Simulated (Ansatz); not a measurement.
`F[BH][GaH][F]` + `FC[SiH3]` → `[F][GaH][SiH3]` + `FBCF` at 400 K and 1 bar (redistribution).

Calculated with Ansatz (gas phase, PBE0-D4/def2-TZVP geometries, no zero-point term in ΔE). CBS: MP2 limit from def2 TZ/QZ plus the TZ coupled-cluster correction, frozen cores. For Ga outer-core shells are correlated without core-valence functions, which leaves a few kJ/mol of doubt a bond. Scalar relativity is left out up to krypton. Each species was taken in one conformer, which may not be the lowest.

```csv
species,CCSD(T)/CBS energy (Eh),H − E (kJ/mol),S (J/(mol·K))
`F[BH][GaH][F]`,-2149.58538,88.4,355.2
`FC[SiH3]`,-429.90570,165.5,311.5
`[F][GaH][SiH3]`,-2315.24439,114.6,364.0
`FBCF`,-264.27174,139.6,308.9
```

H − E and S are ideal-gas, rigid-rotor, harmonic terms from PBE0-D4/def2-TZVP, for one conformer and one mirror image of each species. 1 Eh = 2625.50 kJ/mol, R = 8.31446 J/(mol·K).

By hand: ΔE, ΔH, ΔS and ΔG.

ΔE = (-2315.24439) + (-264.27174) − (-2149.58538) − (-429.90570) = -0.02505 Eh = -65.8 kJ/mol. Δ(H − E) = 114.6 + 139.6 − 88.4 − 165.5 = 0.3, so ΔH = -65.5 kJ/mol. ΔS = 364.0 + 308.9 − 355.2 − 311.5 = 6.2 J/(mol·K). ΔG = -65.5 − 400 × (6.2)/1000 = -68.0 kJ/mol.

By hand: the equilibrium constant, and the temperature at which ΔG would vanish if ΔH and ΔS stayed fixed.

log₁₀ K = −ΔG/(RT ln 10) = 8.9. ΔH and −TΔS have one sign here, so there is no such temperature.

The number of gas molecules stays the same, so ΔS is small and ΔH decides. A doubt of 5 kJ/mol in ΔE shifts log₁₀ K by 0.7 here. Other conformers and mirror images would add mixing entropy, several J/(mol·K) or more a flexible species. Modes under 60 cm⁻¹, often nearly free rotors, make the harmonic entropy too high. These are equilibria of isolated gas molecules and say nothing of rates. Largest T1 diagnostic: 0.015 (customary marks: 0.02 for closed shells, 0.045 for open ones).

ΔS is within the doubt of such terms, so its sign, and with it that verdict, could turn.
